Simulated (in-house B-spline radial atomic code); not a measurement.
A fraction x of an electron is removed from 3p in Mn V (Mn4+), starting from [Ar] 3d3 and keeping the highest spin. Level of theory: scalar-relativistic (X2C) HSE06, spin-polarised, spherical fractional occupations, Fermi nucleus of rms radius 3.7057 fm; calculated with a radial B-spline atomic code at the basis-set limit.

Caution: exact exchange at fractional occupations of open shells leaves self-interaction of up to several eV.

```csv
x,E(x) - E(0) (eV),3p down level (eV)
0,0.0000,-111.402
0.12,13.5064,-113.707
0.15,?,?
0.33,37.8118,-117.779
0.44,?,?
0.5,58.1171,-121.109
0.53,61.7593,-121.700
0.64,75.2661,-123.873
0.87,104.2831,-128.451
1,121.1513,-131.059
```

Task: What belongs in the row x = 0.15?

Result: An energy change of 16.9263 eV; 3p down at -114.286 eV.

Task: What belongs in the row x = 0.44?

Result: An energy change of 50.8857 eV; 3p down at -119.930 eV.

Task: Check Janak's theorem between x = 0.5 and 0.53.

Result: The slope of the energy is 121.41 eV; the orbital levels give 121.40 eV (-ε of the emptying orbital, averaged over the two points).
